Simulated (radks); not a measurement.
Effect of the nuclear size on neutral molybdenum, [Kr] 4d5 5s1. All-electron calculation, Dirac Kohn-Sham, BLYP, spin-unpolarised, spherical densities, finite nucleus; open shells fill j = l - 1/2 first; Fermi nuclear charge, rms radius 4.4091 fm. Program: a radial shooting solver on a logarithmic mesh with Libxc functionals. The rms radius is varied about that value; shifts are against it.

rms radius (fm)  total energy shift (eV)  density at nucleus (e/bohr^3)  1s1/2 shift (meV)  2s1/2 shift (meV)  4s1/2 shift (meV)  4p1/2 shift (meV)
3.8888                            -0.330                      9.214e+04               -140              -14.9             -0.432              0.036
4.268                            -0.0932                      9.121e+04              -39.4              -4.22             -0.122              0.010
4.4091                                 0                      9.089e+04              0.000              0.000              0.000              0.000
4.5678                             0.108                      9.055e+04               45.7               4.89              0.141             -0.012
5.2071                             0.578                      8.927e+04                244               26.1              0.756             -0.063

Slopes of the eigenvalues against <r^2> in GHz/fm^2, as finite differences over the two radii next to the reference (eigenvalue slopes, not the field-shift constants of lines): 1s1/2 7760, 2s1/2 831, 4s1/2 24.0.
